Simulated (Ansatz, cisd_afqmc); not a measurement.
Species: As, charge 0, quartet.

Total energies in aug-cc-pVTZ, 5 correlated electrons, 14 frozen orbitals. Open shells are spin-unrestricted; no spin-orbit coupling. Cores are frozen in correlated methods (noble-gas shells, and filled d and f shells in the p block). No relativity. AFQMC/CISD: phaseless, guided by CISD from CCSD amplitudes; bars are statistical, one sigma. Outlying blocks are dropped, and bars are widened where a walk drifts. Over all cases where full CI ran beside it in this data, AFQMC minus full CI had a median of +0.1 mEh and passed +0.4 mEh in a tenth of the cases.

```
method         program          energy (Eh)  minus CCSDTQ (mEh)
----------  ----------  -------------------  ------------------
HF              Ansatz          -2234.23721               90.37
MP2             Ansatz          -2234.30963               17.96
CCSD            Ansatz          -2234.32383                3.75
CCSD(T)         Ansatz          -2234.32687                0.72
CCSDT(Q)        Ansatz          -2234.32757                0.01
CCSDTQ          Ansatz          -2234.32758                0.00
AFQMC/CISD  cisd_afqmc  -2234.3276 ± 0.0001           0.0 ± 0.1
```

Ansatz is an electronic-structure program.
